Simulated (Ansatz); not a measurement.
Computed with Ansatz on PBE0-D4/def2-TZVP structures; ΔE is electronic, products minus reactants. CBS: MP2 limit from def2 TZ/QZ plus the TZ coupled-cluster correction, frozen cores. This one scheme is used for every species. Functionals use def2-TZVPP. B3LYP here is the variant with VWN-RPA as its local correlation; programs differ in this. HSE06 is defined as in plane-wave codes. One conformer a species, not always the lowest.

Reaction (hydrogenolysis of a B–S bond): `BSBS` + H₂ → `BS` + `BS`

`BSBS`:

Z-matrix (Å, degrees):
```
B
S 1 1.784
H 1 1.191 2 120.7
H 1 1.192 2 116.5 3 -180.0
B 2 1.815 1 102.6 3 0.0
S 5 1.780 2 117.5 1 -180.0
H 5 1.189 2 120.8 1 0.0
H 6 1.343 5 96.8 2 -180.0
```

H₂:

Z-matrix (Å, degrees):
```
H
H 1 0.746
```

`BS`:

```xyz
5

B     0.563    0.037    0.131
S    -0.824    0.154   -0.953
H     1.621    0.306   -0.349
H     0.437   -0.291    1.268
H    -1.797   -0.206   -0.098
```

`BS`:

Z-matrix (Å, degrees):
```
B
S 1 1.765
H 1 1.192 2 115.8
H 1 1.190 2 121.4 3 -180.0
H 2 1.344 1 99.2 3 180.0
```

```tsv
level	ΔE (kcal/mol)
PBE0-D4	8.4
B3LYP-D4	7.4
CAM-B3LYP-D4	6.0
ωB97M-V	7.1
HSE06	7.0
LC-ωPBE	6.2
HF/CBS(def2)	1.5
CCSD/CBS(def2)	6.8
```

Task: What does CCSD(T)/CBS give? (Estimate.)

Result: Computed: +8.2 kcal/mol. The listed levels differ from it by 0.2, -0.8, -2.2, -1.1, -1.2, -2.0, -6.7, -1.4 kcal/mol.

Largest T1 diagnostic among the species: 0.015.

At CCSD(T), def2-SVP lies −2.3 kcal/mol from the extrapolated value and def2-TZVPP −1.0 kcal/mol. The D4 term adds +2.6 kcal/mol with B3LYP and +1.4 kcal/mol with PBE0; it sums over pairs of atoms, weighted by their polarisabilities, and B3LYP, whose exchange is more repulsive, gets the larger term.
